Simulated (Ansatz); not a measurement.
The same path of C2H3 + FH3Si (10 atoms, charge 0, multiplicity 2) was run twice with different band settings. Lost on the way: H1–Si2. Made: H1–C4.

Theory: Ansatz, UKS BLYP-D4/6-31G*.

Relaxed end points:

```xyz
10
Properties=species:S:1:pos:R:3
H 1.092 -0.153 0.975
Si 1.740 -1.017 -0.054
F 0.752 -1.144 -1.349
C -1.365 1.138 0.878
C -1.723 0.832 -0.354
H 1.985 -2.384 0.501
H 3.036 -0.413 -0.494
H -1.747 1.745 1.700
H -1.127 0.166 -0.990
H -2.645 1.230 -0.813
```

```xyz
10
Properties=species:S:1:pos:R:3
H -1.202 -0.493 1.236
Si 1.594 -0.776 0.057
F 0.524 -1.830 -0.599
C -1.017 0.505 0.831
C -1.272 0.799 -0.461
H 2.837 -1.579 0.386
H 1.954 0.270 -0.967
H -0.687 1.266 1.544
H -1.611 0.034 -1.164
H -1.120 1.804 -0.864
```

Common settings: spring 5.0 eV/Å²; optimiser quadratic models (default); start path through a guess of the saddle point; force threshold 0.05 eV/Å; iteration limit 60; end points relaxed.

| run | movable images | climbing image |
| --- | --- | --- |
| 1 | 7 | yes |
| 2 | 4 | no |

Question: What does each run give, and how far can it be trusted?

Answer: Run 1: converged after 23 iterations, highest image 0.077 eV above the first end. A vibrational analysis at the climbing image gives one clearly imaginary mode, 41i cm⁻¹, and a faint second one (18i cm⁻¹) that may be numerical noise or a soft torsion: probably a first-order saddle point.
Run 2: converged after 23 iterations, highest image 0.009 eV above the first end. No image climbed, so the highest image needn't sit at the top of the path. A band with more images between the same ends climbed to 0.08 eV, so this one has probably stepped over the top.
